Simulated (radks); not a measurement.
Values are calculated unless marked as measured or tabulated.
Question: Radial electron density D(r) = 4 pi r^2 rho(r) of an atom or ion with 1 electrons. Code: a radial shooting solver on a logarithmic mesh with Libxc functionals. Model: Dirac Kohn-Sham, PBE, spin-unpolarised, spherical densities, point nucleus.

```
   r/bohr * D(r) (the largest magnitude, 27.8, reaches the edge; | marks zero)
 0.001831 |   *
 0.002131 |    *
 0.002481 |      *
 0.002865 |       *
 0.003336 |         *
 0.003883 |            *
 0.004521 |               *
 0.005221 |                   *
 0.006078 |                       *
 0.007075 |                            *
 0.008237 |                                 *
 0.009513 |                                      *
  0.01107 |                                            *
  0.01289 |                                                *
  0.01501 |                                                    *
  0.01733 |                                                      *
  0.02018 |                                                      *
  0.02349 |                                                   *
  0.02735 |                                              *
  0.03184 |                                       *
  0.03677 |                               *
   0.0428 |                      *
  0.04983 |              *
  0.05801 |        *
    0.067 |    *
  0.07799 | *
   0.0908 |*
   0.1057 *
```

What is the nuclear charge?

Answer: Z = 50. The innermost maximum, from 1s, lies near gamma/Z bohr with gamma = sqrt(1 - (Z/c)^2) = 0.931, here 0.0186 bohr (found: 0.0186), and its height grows with Z. The density is that of the tin ion Sn49+ in 1s1; the configuration itself is not fixed sharply by these data, and Z only to a few units. D(r) has 1 maximum, at r = 0.0186 bohr.
